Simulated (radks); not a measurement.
Results of a calculation; reference values are marked as such.
How relativity changes the ionisation of the gold ion Au2+ ([Xe] 4f14 5d9) to Au3+ ([Xe] 4f14 5d8). Spin-unpolarised spherical Kohn-Sham, LDA (Slater exchange, Perdew-Wang correlation), point nucleus unless stated (finite: rms radius 5.4371 fm), a radial shooting solver on a logarithmic mesh with Libxc functionals. A level marked "c x" has the speed of light scaled by that factor and shares open shells by 2j + 1; other Dirac levels either fill j = l - 1/2 first or share by 2j + 1.

level                               E(Au2+) (hartree)  E(Au3+) (hartree)  IE (eV)   HOMO  <r> HOMO (bohr)
non-rel.                                  -17859.6645        -17858.3761   35.059     5d            1.475
scalar-rel.                               -19000.2156        -18998.9599   34.171     5d            1.498
scalar-rel., finite nucleus               -18995.9808        -18994.7250   34.172     5d            1.498
Dirac, 2j+1 shares                        -19036.3871        -19035.1313   34.173  5d5/2            1.522
Dirac, low j first                        -19036.4123        -19035.1860   33.371  5d5/2            1.523
Dirac, 2j+1 shares, finite nucleus        -19032.1035        -19030.8477   34.174  5d5/2            1.522
Dirac, c x 1.25                           -18561.6603        -18560.3934   34.475  5d5/2            1.504
Dirac, c x 2                              -18115.9657        -18114.6859   34.824  5d5/2            1.486
Dirac, c x 5                              -17899.3253        -17898.0383   35.020  5d5/2            1.477

NIST Atomic Spectra Database: 30 eV (theoretical). The relativistic part of the total energy of Au2+ is -1172 hartree (Dirac, 2j+1 shares, finite nucleus), 6.6 % of the non-relativistic value. Spin polarisation and multiplet splitting of open shells are left out at every level.

Beside tabulated values, note that relativity, absent from the non-relativistic runs, is large for the heavy elements, and spin-unpolarised runs miss the spin-polarisation part of the exchange energy of open shells.
